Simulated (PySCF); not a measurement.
Work out the structure from these simulated measurements.

Formula: C3H6F3NSi.

* Valence photoelectron: vertical ionisation energy: 9.44 eV [ΔSCF wB97X-D/def2-SVPD]
* UV, first state: lowest singlet excitation: 4.11 eV (302 nm, f = 0.001) [TDDFT wB97X-D/def2-SVPD]
* Dipole: 1.69 D [wB97X-D/def2-SVPD]
* UV, strongest line: among the 10 lowest singlet transitions: S5 at 7.63 eV (162 nm, f = 0.442) [TDDFT wB97X-D/def2-SVPD]
* 13C NMR: chemical shifts (computed TMS as zero) by class: 175.8 (1 C), 129.6 (1 C), 44.5 (1 C) ppm [GIAO PBE0/pcSseg-1]
* Rotational structure: rotational constants A, B, C: 3.802, 0.758, 0.723 GHz [PBE0-D3(BJ)/def2-SVP]

The electronic properties come from PySCF, for the isolated species, density fitting. Levels stand in brackets. Isolated species at its PBE0-D3(BJ)/def2-SVP geometry (one conformer only). Each NMR value is the plain mean over a class of atoms that symmetry, rotation or inversion makes alike.

Question: What is the compound? Reason from the data.

Answer: Numbering: `[F:1][C:2]([F:3])([F:4])[CH2:5]/[CH:6]=[N:7]\[SiH3:8]`. Its formula, C3H6F3NSi, gives 1 degree of unsaturation: 0 rings and 1 π bond in the structure found. 3 carbons fall into 3 classes; from least to most shielded: C=N carbon [C6] (175.8 ppm), CF3 carbon [C2] (129.6 ppm), chain CH2 carbon [C5] (44.5 ppm). The first electron is taken from the HOMO, whose largest Löwdin shares are 0.56 on the C=N nitrogen, 0.13 on the C=N carbon, 0.10 on the SiH3 silicon and 0.07 on the chain CH2 carbon. The optimised geometry has point group C1 and is an asymmetric top. Structure: `FC(F)(F)C/C=N\[SiH3]`. Computed isomers that give other values at the same levels: `C=C([SiH2]N)C(F)(F)F` (13C chemical shifts (computed TMS as zero) by class: 146.9 (1 C), 144.2 (1 C), 129.6 (1 C) ppm); `FC(F)(F)C/C=N/[SiH3]` (13C chemical shifts (computed TMS as zero) by class: 177.9 (1 C), 130.3 (1 C), 50.2 (1 C) ppm); `N[SiH2]CC(F)=C(F)F` (13C chemical shifts (computed TMS as zero) by class: 162.0 (1 C), 131.9 (1 C), 15.4 (1 C) ppm). The assignments are read from this structure; whether some other isomer fits the data as well wasn't checked.

Shape of the structure used: `[F:1][C:2]([F:3])([F:4])[CH2:5]/[CH:6]=[N:7]\[SiH3:8]`: F1–C2–C5–C6 -61°, C2–C5–C6–N7 135°.
